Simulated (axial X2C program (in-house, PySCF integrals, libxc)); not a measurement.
**Spin–orbit effects down a group: molecules with P (ions), HF**

Calculated with an axial X2C code built on PySCF integrals, spin-free (one-electron X2C) or two-component (2c: spin–orbit coupling with atomic mean-field Coulomb and Gaunt terms, which also bring small scalar terms), in Dyall basis sets with cores contracted in-house; open shells are unrestricted.

Basis sets: Cs dyall-acv3z, H dyall-av3z, Li dyall-av3z, P dyall-av3z, Rb dyall-acv3z.

| molecule | spin-free state | Re (Å) | ωe (cm⁻¹) | De (eV) | 2c state | Re 2c (Å) | ωe 2c (cm⁻¹) | De 2c (eV) |
| --- | --- | --- | --- | --- | --- | --- | --- | --- |
| PH⁻ | M_S = 1/2, Λ = 1 | 1.428 | 2359.2 | 2.27 | Ω = 3/2 | 1.428 | 2357.8 | 2.28 |
| LiP⁻ | M_S = 3/2, Λ = 0 | 2.455 | 398.2 | n/a | Ω = 3/2 | 2.455 | 398.1 | n/a |
| RbP⁻ | M_S = 3/2, Λ = 0 | 3.419 | 135.1 | n/a | Ω = 3/2 | 3.419 | 135.0 | n/a |
| CsP⁻ | M_S = 3/2, Λ = 0 | 3.585 | 122.9 | n/a | Ω = 3/2 | 3.584 | 122.9 | n/a |

Problem. Work out the shifts from the spin-free to the two-component result.

Solution. 

```
molecule  2c state  ΔRe (Å)  Δωe (cm⁻¹)  ΔDe (eV)
     PH⁻   Ω = 3/2    0.000        -1.4      0.01
    LiP⁻   Ω = 3/2    0.000        -0.1       n/a
    RbP⁻   Ω = 3/2    0.000        -0.1       n/a
    CsP⁻   Ω = 3/2   -0.001         0.0       n/a
```

Shifts of one unit in the last digit are rounding.

Fragments in 2c: P + H-, P + Li-, Rb- + P, Cs- + P. Each entry is the lowest single determinant of a limited PBE0 search at one distance. De goes to single-determinant-based atoms at the same level (for ions the charge split of lowest energy) and is withheld (n/a) where an atom does not fit its ground term or J level. Main or longest-lived isotopes. One determinant is a doubtful description, or other states lie close, for LiP⁻, RbP⁻, CsP⁻; these need not be ground states, and all values refer to the states named. With several unpaired electrons the Ω given is that of one determinant, not necessarily of the lowest component.
